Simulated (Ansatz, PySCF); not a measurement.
The molecule Mg2, closed-shell singlet (the spin of the measured ground state).

Constants: fifth-degree fit in 1/R to seven points, most abundant isotopes. Runs in def2 and cc sets follow the lowest solution found near the PBE0 minimum. The singlet is held restricted.

Rows in 6-31G* carry no dispersion term and start afresh at each structure (6-31G* with six Cartesian d functions).

The values were computed with Ansatz (a first-principles code) with Gaussian orbitals; PySCF for 6-31G* rows. 

Question: What bond length and harmonic frequency does BP86/6-31G* give?

Answer: r_e = 3.563 Å, ω_e = 92 cm⁻¹.

Question: What bond length and harmonic frequency does r2SCAN/def2-TZVPP give, and what D_e (from each atom's lowest state at the same level)?

Answer: r_e = 3.520 Å, ω_e = 101 cm⁻¹, D_e = 0.12 eV.

Question: What bond length and harmonic frequency does B97M-V/def2-TZVPP give, and what D_e (from each atom's lowest state at the same level)?

Answer: r_e = 3.678 Å, ω_e = 55 cm⁻¹, D_e = 0.04 eV.

Measured for the ground state: r_e 3.8905 Å [Huber and Herzberg (1979), NIST Chemistry WebBook]. ω_e 51.121 cm-1, ω_e x_e 1.645 cm-1, B_e 0.09287 cm-1, α_e 0.003776 cm-1 [Irikura, J. Phys. Chem. Ref. Data 36, 389 (2007)].
